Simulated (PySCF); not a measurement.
From one molecule to another.

First species: C3H10O2Si2.
Z-matrix (Å and degrees, GFN2-xTB geometry), rows numbered from 1:
```
C 
C   1  1.5215
C   2  1.5109  1  112.36
O   3  1.2079  2  123.97  1    -1.99
O   3  1.3125  2  112.85  1   178.20
Si  5  1.6892  3  124.28  2   179.37
Si  6  2.3052  5  107.57  3    -0.25
H   1  1.0868  2  110.30  3   -60.91
H   1  1.0868  2  110.24  3    58.25
H   1  1.0869  2  110.33  3   178.67
H   2  1.0928  1  111.23  3   120.70
H   2  1.0931  1  111.05  3  -120.15
H   6  1.4657  5   98.66  3  -125.45
H   6  1.4658  5   98.81  3   125.13
H   7  1.4623  6  113.69  5   -63.83
H   7  1.4789  6  106.60  5  -179.51
H   7  1.4623  6  113.89  5    64.66
```

Second species: C₅H₆FN.
Structure used (GFN2-xTB), in Å, numbered top down from 1:
```
atom  x, y, z in Å
C1    -1.7723    0.2166    0.6814
C2    -0.9090   -0.4097   -0.4181
C3     0.4522    0.1965   -0.4396
F4     0.4581    1.4776   -0.8439
C5     1.5968   -0.4002   -0.0983
C6     2.8544    0.2292   -0.1461
N7     3.8900    0.7190   -0.1833
H8    -1.8443    1.2925    0.5407
H9    -1.3424    0.0216    1.6612
H10   -2.7733   -0.2049    0.6503
H11   -0.8252   -1.4858   -0.2665
H12   -1.3805   -0.2243   -1.3869
H13    1.5911   -1.4278    0.2314
```

Levels: PBE0/def2-SVPD for dipole moment, HOMO energy, LUMO energy, HOMO–LUMO gap, static isotropic polarisability and electronic spatial extent ⟨r²⟩ about the centre of nuclear charge; TDDFT PBE0/def2-SVPD for lowest singlet excitation; TDA PBE0/def2-SVPD for lowest triplet excitation (Tamm–Dancoff); GFN2-xTB for rotational constant A and rotational constant C. Geometries: GFN2-xTB. Each species is one conformer at its optimised geometry, gas phase, non-relativistic unless stated. Electronic properties by PySCF.

The conformers computed, where there is a choice (atom-mapped SMILES and torsion angles):
- `[CH3:1][CH2:2][C:3](=[O:4])[O:5][SiH2:6][SiH3:7]`: C1–C2–C3–O4 -2°, C2–C3–O5–Si6 179°, C3–O5–Si6–Si7 0°
- `[CH3:1][CH2:2]/[C:3]([F:4])=[CH:5]/[C:6]#[N:7]`: C1–C2–C3–F4 -69°

Which has the higher T1 energy?

The first: 5.47 eV against 3.74 eV, a difference of 1.73 eV.

Which has the higher rotational constant A?

The second: 7.165 GHz against 3.409 GHz, a difference of 3.756 GHz.

Which has the higher HOMO–LUMO gap?

The first: 7.67 eV against 6.59 eV, a difference of 1.08 eV.

Which has the higher ⟨r²⟩?

The first: 1457 bohr² against 921 bohr², a difference of 536 bohr².

Which of the two has the higher S1 energy, and by how much?

The second: 6.22 eV against 5.96 eV, a difference of 0.26 eV.

Which of the two has the higher dipole moment, and by how much?

The second: 5.64 D against 1.92 D, a difference of 3.72 D.

Which of the two has the higher HOMO energy, and by how much?

The second: -7.96 eV against -8.05 eV, a difference of 0.09 eV.

Which has the higher LUMO energy?

The first: -0.38 eV against -1.37 eV, a difference of 0.99 eV.

On the first: The polarisability is 14.57 Å³ as a volume (1 au = 0.148185 Å³), or 1.37 au for each of the 72 electrons. In wavenumbers S1 is 48100 cm⁻¹ (1 eV = 8065.54 cm⁻¹).

On the second: The dipole equals about 18.8 × 10⁻³⁰ C·m (1 D = 3.33564 × 10⁻³⁰ C·m). S1 lies 0.37 eV below the HOMO–LUMO gap; its leading configuration is HOMO→LUMO, weight 0.92.
